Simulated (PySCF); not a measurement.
Gas-phase reaction: 3 GeCl4 + GeH2 + 2 H → 4 GeHCl3

Computed with PySCF and rigid-rotor harmonic-oscillator thermochemistry at 1 bar. † marks an energy on the PBE0/def2-TZVP geometry and frequencies; other levels use their own. MP2 and CCSD(T) freeze the core. Open shells (unrestricted): H (multiplicity 2); the rest are closed-shell singlets. Ge: all electrons, no relativistic terms. GeH2: computed as isolated molecules; such fragments, hydroxides, amides, oligomers or adducts are transient or little studied in the gas. MP2 isn't extrapolated to the basis-set limit; its ΔH°(298 K) is -587.9 kJ in def2-SVP and -616.1 kJ in def2-TZVPP. CCSD(T) isn't extrapolated to the basis-set limit; its ΔH°(298 K) is -598.5 kJ in def2-SVP and -630.1 kJ in def2-TZVPP. The harmonic model lacks anharmonicity and excited electronic states, which grow with temperature; levels with a mode under 35 cm⁻¹ are left out.

```csv
level,"ΔE electronic, kJ","ΔH°(298 K), kJ","ΔS°(298 K), J/K","ΔG°(2500 K), kJ"
CCSD(T)/def2-SVP†,-638,-599,-178,-100
HF/def2-TZVP†,-578,-538,-178,-40
M06-2X/def2-TZVP†,-663,-623,-178,-125
MP2/def2-SVP†,-628,-588,-178,-90
PBE/def2-SVP,-644,-606,-180,-106
PBE0/def2-SVP†,-660,-620,-178,-122
r2SCAN/def2-TZVP†,-676,-636,-178,-138
LDA/def2-TZVP†,-720,-680,-178,-182
ωB97M-V/def2-TZVP†,-660,-620,-178,-122
ωB97X-V/def2-TZVP†,-674,-634,-178,-136
```
ΔH° is lowest at LDA/def2-TZVP† and highest at HF/def2-TZVP†. No reference value is set beside these.
